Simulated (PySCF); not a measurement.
# One molecule, several mistakes: AlH3NOSi

All numbers below are calculated, not measured. The program is PySCF 2.14.0, an open-source quantum chemistry code, run on an isolated molecule that a program drew, which may never have been made. The molecule is AlH3NOSi (charge 0, doublet), drawn as the SMILES string `[OH][Al]=[N][SiH2]`.

Each row is a Hartree-Fock (HF) and frozen-core CCSD(T) single point in the cc-pV(D+d)Z basis, meant for a local HF minimum. Run 1 is clean. Each other run has one planted mistake out of seven kinds, and not every kind appears here: one electron removed, one electron added, multiplicity raised by two, geometry at a saddle point, minimal basis STO-3G, one bond length entered in bohr, all coordinates scaled. The reference is restricted for singlets and unrestricted otherwise, and also for a bond in bohr. Adding or removing an electron swaps singlet and doublet. Electrons count all cores. HOMO and LUMO are orbital energies over both spins, the gradient is its largest component, and the lowest frequency (negative if imaginary) is given only where the gradient is small. Bond lengths are over the 6 bonds as drawn. T1 is the CCSD diagnostic: over 0.02 (restricted) or 0.045 (unrestricted) a single reference is doubtful.

Geometry of the clean run:
```xyz
7
AlH3NOSi, angstrom
O    -1.9357    2.2233   -0.6645
Al   -1.0527    0.9013   -1.2686
N     0.0696    0.0039   -0.2581
Si    1.0977   -0.8950    0.4952
H    -1.8929    2.5598    0.2164
H     0.7589   -2.1251    1.2359
H     2.5466   -0.6302    0.5796
```

| run | electrons | basis functions | <S^2> | HOMO (eV) | LUMO (eV) | gradient (hartree/bohr) | lowest frequency (cm^-1) | mean bond (Å) | longest bond (Å) | T1 | HF (hartree) | CCSD(T) (hartree) | mistake |
|---|---|---|---|---|---|---|---|---|---|---|---|---|---|
| 1 | 45 | 89 | 0.754 | -7.89 | 1.40 | 1.5e-05 | 76 | 1.4853 | 1.757 | 0.0199 | -661.95327 | -662.48419 | no fault |
| 2 | 45 | 31 | 1.187 | -4.66 | 7.34 | 6.2e-02 | - | 1.4853 | 1.757 | 0.0589 | -653.87031 | -654.06729 | minimal basis STO-3G |
| 3 | 44 | 89 | 0.000 | -15.44 | -6.39 | 8.5e-02 | - | 1.4853 | 1.757 | 0.0191 | -661.69005 | -662.21370 | one electron removed |
| 4 | 45 | 89 | 1.011 | -8.75 | 0.75 | 6.3e-02 | - | 1.6026 | 1.895 | 0.0494 | -661.91057 | -662.46019 | all coordinates scaled |
| 5 | 46 | 89 | 0.000 | -0.01 | 5.97 | 6.6e-02 | - | 1.4853 | 1.757 | 0.0263 | -661.91949 | -662.49545 | ? |

**Which mistake was planted in run 5, and what did it cost?**

It counts 46 electrons, one more than the clean run, at the same geometry and basis. So the mistake is: one electron added. Subtracting run 1 and multiplying by 627.51 kcal/mol a hartree, the energy moved by 21.2 kcal/mol in HF and -7.1 kcal/mol in CCSD(T).

Cautions from the logs. Run 2: T1 is over the limit, so its CCSD(T) energy is less reliable; run 4: T1 is over the limit, so its CCSD(T) energy is less reliable; run 5: T1 is over the limit, so its CCSD(T) energy is less reliable.
